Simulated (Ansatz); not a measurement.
Pulling on the Ga1–H2 bond in CH5GaO (SMILES [CH3][GaH][OH]) (multiplicity 1 held, fragments rigid). Energies count from the point at 1.570 Å.
Geometry at that point (charge 0, multiplicity 1):
```xyz
8

Ga    -0.2039    -0.2009    -0.1879
H     -1.1241    -1.1816    -0.9986
C      0.2337     1.6848    -0.5235
H      0.7101     1.7996    -1.4987
H      0.9079     2.0550     0.2475
H     -0.6724     2.2933    -0.5268
O      0.5892    -0.8806     1.2853
H      0.3833    -1.8034     1.4613
```

Signs of static correlation in cc-pVDZ, with CASSCF(2,2), from Ansatz (an electronic-structure program) runs.

```tsv
R (Å)	T1 of restricted CCSD	⟨S²⟩ of UHF	largest double amplitude of restricted CCSD	weight of the CASSCF reference in MRCISD	CASSCF natural occupations
1.256	0.015	0.000	0.033	0.892	1.99 0.01
1.413	0.015	0.000	0.033	0.892	1.98 0.02
1.570	0.015	0.000	0.033	0.892	1.98 0.02
1.727	0.015	0.000	0.043	0.892	1.97 0.03
1.884	0.015	0.000	___	0.892	1.96 0.04
2.120	0.016	0.000	0.110	0.892	1.93 0.07
2.355	0.018	0.229	0.163	0.892	1.89 0.11
2.748	0.024	0.706	0.265	0.892	1.78 0.22
3.141	0.035	0.891	___	0.892	1.61 0.39
3.612	0.052	0.972	0.557	0.892	1.40 0.60
4.240	0.071	1.001	0.760	0.893	1.19 0.81
5.025	0.080	1.008	0.909	0.893	1.07 0.93
```

Task: Fill in the missing entries.

Result: 
- 1.884, largest double amplitude of restricted CCSD: 0.064
- 3.141, largest double amplitude of restricted CCSD: 0.389

Doubts at one or more of the structures used: a restricted determinant that unrestricted orbitals would lower (R-CCSD(T)/cc-pVDZ); other coupled-cluster roots lie near (R-CCSD(T)/cc-pVDZ); T1 above 0.05 (R-CCSD(T)/cc-pVDZ, U-CCSD(T)/cc-pVDZ); a spin-contaminated determinant (U-CCSD(T)/cc-pVDZ).
